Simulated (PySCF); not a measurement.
Species: C5H9N2 (charge +1).
SMILES with atom numbers: `[CH3:1][n:2]1[cH:3][cH:4][n+:5]([CH3:6])[cH:7]1` (hydrogens: H8, H9, H10 on C1; H11 on C3; H12 on C4; H13, H14, H15 on C6; H16 on C7)

The same species was optimised twice, with GFN2-xTB and with PBE0-D3(BJ)/def2-SVP (PySCF), and the same property calculations (PySCF, gas phase) were run on both structures.

```
  coordinate  GFN2-xTB  PBE0-D3(BJ)/def2-SVP  change
   C1–N2 (Å)     1.438                 1.456  +0.018
   N5–C6 (Å)     1.438                 1.456  +0.018
   C4–N5 (Å)     1.362                 1.375  +0.013
   N2–C3 (Å)     1.362                 1.375  +0.013
   N5–C7 (Å)     1.330                 1.333  +0.003
   N2–C7 (Å)     1.330                 1.333  +0.003
   C3–C4 (Å)     1.362                 1.364  +0.002
C6–N5–C7 (°)     126.7                 125.9    -0.8
C1–N2–C7 (°)     126.7                 125.9    -0.8
N2–C7–N5 (°)     109.5                 108.8    -0.7
C3–N2–C7 (°)     108.0                 108.6    +0.6
C4–N5–C7 (°)     108.0                 108.6    +0.6
N2–C3–C4 (°)     107.3                 107.0    -0.3
C3–C4–N5 (°)     107.3                 107.0    -0.3
C4–N5–C6 (°)     125.4                 125.5    +0.1
```

Rotational constants: A = 7049, B = 2074, C = 1635 MHz (GFN2-xTB) against A = 6857, B = 2061, C = 1618 MHz (PBE0-D3(BJ)/def2-SVP). Point groups within 0.08 Å: C2v and C2v. Atoms that the bonding makes alike are paired by their places after alignment.

On the GFN2-xTB structure: lowest singlet, TDDFT (eV) 6.29 [B3LYP/def2-SVPD]; lowest triplet, Tamm–Dancoff (eV) 4.63 [B3LYP/def2-SVPD]; isotropic polarisability (au) 66.1 [B3LYP/def2-SVPD]; HOMO (eV) -12.07 [B3LYP/def2-SVPD]; LUMO (eV) -5.34 [B3LYP/def2-SVPD]; HOMO (eV) -12.29 [PBE0/pcSseg-1]; LUMO (eV) -5.04 [PBE0/pcSseg-1]; GIAO shielding of C1/C6 (mean) (ppm) 150.4 [PBE0/pcSseg-1]; GIAO shielding of N2/N5 (mean) (ppm) 62.4 [PBE0/pcSseg-1]; GIAO shielding of C3/C4 (mean) (ppm) 54.6 [PBE0/pcSseg-1]; GIAO shielding of C7 (ppm) 47.1 [PBE0/pcSseg-1].

**Question.** What do these properties become on the PBE0-D3(BJ)/def2-SVP structure?

**Answer.** 
| property | level | on GFN2-xTB | on PBE0-D3(BJ)/def2-SVP | change |
| --- | --- | --- | --- | --- |
| lowest singlet, TDDFT (eV) | B3LYP/def2-SVPD | 6.29 | 6.28 | -0.01 |
| lowest triplet, Tamm–Dancoff (eV) | B3LYP/def2-SVPD | 4.63 | 4.65 | +0.02 |
| isotropic polarisability (au) | B3LYP/def2-SVPD | 66.1 | 67.1 | +1.0 |
| HOMO (eV) | B3LYP/def2-SVPD | -12.07 | -12.08 | -0.01 |
| LUMO (eV) | B3LYP/def2-SVPD | -5.34 | -5.34 | 0.00 |
| energy, GFN2-xTB geometry as zero (kcal/mol) | B3LYP/def2-SVPD | 0.0 | -1.3 | -1.3 |
| HOMO (eV) | PBE0/pcSseg-1 | -12.29 | -12.30 | -0.01 |
| LUMO (eV) | PBE0/pcSseg-1 | -5.04 | -5.04 | 0.00 |
| energy, GFN2-xTB geometry as zero (kcal/mol) | PBE0/pcSseg-1 | 0.0 | -0.6 | -0.6 |
| GIAO shielding of C1/C6 (mean) (ppm) | PBE0/pcSseg-1 | 150.4 | 146.9 | -3.5 |
| GIAO shielding of N2/N5 (mean) (ppm) | PBE0/pcSseg-1 | 62.4 | 59.0 | -3.4 |
| GIAO shielding of C3/C4 (mean) (ppm) | PBE0/pcSseg-1 | 54.6 | 52.7 | -1.9 |
| GIAO shielding of C7 (ppm) | PBE0/pcSseg-1 | 47.1 | 45.3 | -1.8 |

The heavy atoms differ by 0.014 Å rms after alignment. Among bonds between heavy atoms C1–N2 and N5–C6 change most and about equally (+0.018 Å). Changes are differences of the printed values. Neither structure is proved a minimum here. Isolated species at its PBE0-D3(BJ)/def2-SVP geometry, gas phase.
